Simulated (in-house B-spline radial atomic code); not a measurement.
The numbers below are computed, except where a source is named.
# Hf in an electron gas of r_s = 3: phase shifts, screening, friction and resistivity

A nucleus sits in a uniform electron gas with a rigid positive background. The Kohn-Sham equations are solved self-consistently in the spin-unpolarised LDA (PW92), non-relativistic, on B-splines with outgoing waves at the boundary and partial waves to l = 8. The model has no lattice, no bands and no magnetic solution. Atomic units; δ_l are the phase shifts at the Fermi level, counted so that each bound state adds π, and good to about 0.0005. Heavy atoms are models without relativity. A narrow, partly filled d or f resonance in a thin gas would split by spin, so such rows rest on a solution that is probably unstable.

The density parameter is r_s = 3 bohr, near that of the valence electrons of Ag (1 per atom, density 10.5 g/cm³, mass 107.87 u, which gives r_s = 3.02).

```csv
l,δ_l (rad)
0,15.4402
1,12.4920
2,7.6859
3,3.1126
4,-0.0042
5,-0.0006
6,-0.0004
7,-0.0004
8,-0.0004
```

Bound levels below the band bottom (hartree): p -12.55, d -7.253, s -1.632, p -0.8361, f -0.4491 and deeper ones.

Q: Check the Friedel sum rule, and say where the screening charge sits.

A: k_F = (9π/4)^(1/3)/r_s = 0.63972. The rule is Z = (2/π) Σ (2l + 1) δ_l. The terms are s 9.830, p 23.858, d 24.465, f 13.871 and -0.040 beyond, in all 71.984 against Z = 72. Bound states hold 10 s, 24 p, 20 d and 14 f electrons, so the scattering states carry 3.98 in all; where a term is smaller than its bound count, the bound level has drawn weight out of the band.

Q: Find the transport cross section and the electronic stopping of a 5 keV Hf ion (mass 178.49 u).

A: σ_tr = (4π/k_F²) Σ (l + 1) sin²(δ_l − δ_(l+1)). The terms for l = 0 to 3 are 0.0369, 1.9825, 2.9423, 0.0025, all together 4.9643, so σ_tr = 30.707 × 4.9643 = 152.436 bohr². With n = 3/(4π r_s³) = 0.008842, the friction coefficient is Q = n k_F σ_tr = 0.8622. For v well below v_F = 0.640, dE/dx = Q v; with 24801 eV per u at v = 1, v = √(5000/(24801 × 178.49)) = 0.0336, so dE/dx = 0.02898 hartree/bohr = 14.9 eV/nm. The largest term couples the d and f waves.

Q: What residual resistivity would 1 atomic per cent of such centres give in Ag?

A: Δρ = k_F n_i σ_tr/n in atomic units of 21.74 μΩ·cm. With one host atom per 1 electron, n_i/n = 0.01/1, so Δρ = 0.6397 × 0.01000 × 152.436 × 21.74 = 21.20 μΩ·cm. This is an atom added to the gas, as on an interstitial site.

Q: On a substitutional site the background of one host ion, a sphere holding 1 charge, is taken out. The phase shifts for l = 0 to 4 become 15.3765, 12.4705, 7.3980, 3.1129, -0.0046. What follows?

A: The Friedel sum is now 70.99, for Z − 1 = 71. The sum in σ_tr is 4.2934, so σ_tr = 131.83 bohr² and Δρ = 18.33 μΩ·cm per atomic per cent, 0.86 times the value above. A real host ion scatters too, so this model doesn't give zero even for the host's own atom.
